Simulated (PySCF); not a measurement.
# Trend along the chalcogens: MGe cations

PBE0 with double-zeta basis sets in PySCF, for the lowest determinant that a PBE0 search found; no spin–orbit coupling. De refers to high-spin ground-configuration atoms (the charge goes to the atom of lower measured ionisation energy or higher electron affinity, which is not always the lowest computed limit). A positive dipole points towards Ge; it is taken about the centre of mass and depends on that origin.

| M | basis | charged atom | state (unpaired electrons) | Re (Å) | ωe (cm⁻¹) | De (eV) | μ (D) |
| --- | --- | --- | --- | --- | --- | --- | --- |
| O | def2-SVP | Ge+ | doublet (π ↑) | 1.782 | 745 | 3.72 | 2.11 |
| Se | cc-pVDZ-PP | Ge+ | doublet (π ↑) | 2.302 | 325 | 3.42 | 2.66 |
| Te | def2-SVP | Ge+ | doublet (π ↑) | 2.494 | 272 | 3.34 | 2.73 |

The shortest bond is that of GeO⁺ (1.782 Å), the longest that of GeTe⁺ (2.494 Å).

The rows differ in basis set, which adds steps of its own.

Down a group the atoms grow and get heavier, so bonds lengthen and wavenumbers fall; this series shows no clear exception.

Spin–orbit coupling is left out, which matters for elements this heavy, above all for dissociation energies. For an ion De counts to the pair picked by the measured ionisation energies or electron affinities, which need not be the lowest pair at this level. States were picked by a PBE0 search and need not be the measured ground states.
